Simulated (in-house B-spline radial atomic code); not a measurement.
A fraction x of an electron is removed from 4p in Se, starting from [Ar] 3d10 4s2 4p4 and keeping the highest spin. Computed with a radial B-spline atomic code at the basis-set limit: non-relativistic LDA exchange-only, spin-polarised, spherical fractional occupations, point nucleus.

```json
{"x": "0", "E(x) - E(0) (eV)": "0.0000", "4p down level (eV)": "-4.513"}
{"x": "0.01", "E(x) - E(0) (eV)": "0.0455", "4p down level (eV)": "-4.585"}
{"x": "0.18", "E(x) - E(0) (eV)": "0.9300", "4p down level (eV)": "-5.827"}
{"x": "0.36", "E(x) - E(0) (eV)": "2.0999", "4p down level (eV)": "-7.178"}
{"x": "0.39", "E(x) - E(0) (eV)": "2.3186", "4p down level (eV)": "-7.406"}
{"x": "0.5", "E(x) - E(0) (eV)": "3.1796", "4p down level (eV)": "-8.249"}
{"x": "0.57", "E(x) - E(0) (eV)": "3.7759", "4p down level (eV)": "-8.790"}
{"x": "0.69", "E(x) - E(0) (eV)": "4.8868", "4p down level (eV)": "-9.725"}
{"x": "0.85", "E(x) - E(0) (eV)": "6.5431", "4p down level (eV)": "-10.980"}
{"x": "0.97", "E(x) - E(0) (eV)": "7.9174", "4p down level (eV)": "-11.923"}
{"x": "1", "E(x) - E(0) (eV)": "8.2786", "4p down level (eV)": "-"}
```

The exact functional would give a straight line between the two integer points. Deviations E(x) - E(0) - x[E(1) - E(0)], in eV: -0.037 at x = 0.01, -0.56 at x = 0.18, -0.88 at x = 0.36, -0.91 at x = 0.39, -0.96 at x = 0.5, -0.943 at x = 0.57, -0.825 at x = 0.69, -0.494 at x = 0.85, -0.113 at x = 0.97.

The curve lies below the straight line by up to 0.96 eV (at x = 0.5): convex, the delocalisation error that favours fractional charges.

**Question.** How well does Slater's transition state (minus the level at half occupation) give the ionisation energy?

**Answer.** It gives 8.249 eV against 8.279 eV from the two total energies; NIST lists 9.75 eV, ground level to ground level.
